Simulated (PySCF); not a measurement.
**How methods differ on the fine-structure interval of Cd¹³⁺**

Cd¹³⁺ [Ar] 3d10 4s2 4p5 [4p1/2^2 4p3/2^3, M_J = 3/2] → Cd¹³⁺ [Ar] 3d10 4s2 4p5 [4p1/2^1 4p3/2^4, M_J = 1/2], as a difference of total energies. All numbers are calculated (PySCF 2.14, the two-component X2C-1e Hamiltonian, in an even-tempered Gaussian basis (18 s from 0.58 bohr⁻², ratio 2.8; 14 p from 0.75 bohr⁻², ratio 2.8; 9 d from 1.3 bohr⁻², ratio 2.8; 4 f from 5.6 bohr⁻², ratio 3)). Correlated levels: [Ne] frozen; the 76 highest virtual spinors dropped. "Screened" scales the spin-orbit matrix elements by Boettger's factors to mimic the two-electron term; Breit and QED terms are absent.

```csv
method,fine-structure interval (cm⁻¹)
GHF (screened spin-orbit),61175
GMP2 (screened spin-orbit),62384
GHF (bare spin-orbit),63980
```
